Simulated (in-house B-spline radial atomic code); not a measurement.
Configurations of I V (I4+), with energies counted from [Kr] 4d10 5s2 5p1. Computed with an all-electron radial atomic-structure program (B-spline basis): scalar-relativistic (X2C) BHandHLYP, spin-polarised, spherical fractional occupations, exact exchange averaged over the configuration, Fermi nucleus of rms radius 4.75 fm. Shells without spins written out take the highest spin.

Occupations are held fixed; configurations that lie above the ionisation limit could autoionise.

```csv
configuration,E - E(ref) (eV),highest orbital,its <r> (bohr)
[Kr] 4d9 5s2 5p1 5d1,70.547,5d up,2.545
[Kr] 4d9 4f1 5s2 5p1,73.171,4f up,1.688
[Ar] 3d10 4s2 4p5 4d10 5s2 5p1 6s1,158.44,6s up,3.479
[Ar] 3d10 4s2 4p5 4d10 5s2 5p1 5f1,169.93,5f up,4.132
[Ar] 3d9 4s2 4p6 4d10 4f1 5s2 5p1,646.84,4f up,1.62
```

Task: Order these further configurations by energy, lowest first.
A. [Kr] 4d10 5s2 6p1
B. [Kr] 4d9 5s2 5p1 6d1
C. [Ar] 3d9 4s2 4p6 4d10 5s2 5p1 5f1
D. [Ar] 3d10 4s2 4p5 4d10 5s2 5p1 5d1
E. [Ar] 3d9 4s2 4p6 4d10 5s2 5p1 6f1

Result: A (25.343 eV), B (86.046 eV), D (154.04 eV), C (660.4 eV), E (666.73 eV).

Task: How far above the reference does [Kr] 4d9 5s2 5p1 5f1 lie?

Result: 86.461 eV; its least bound orbital is 5f up with <r> = 4.159 bohr.
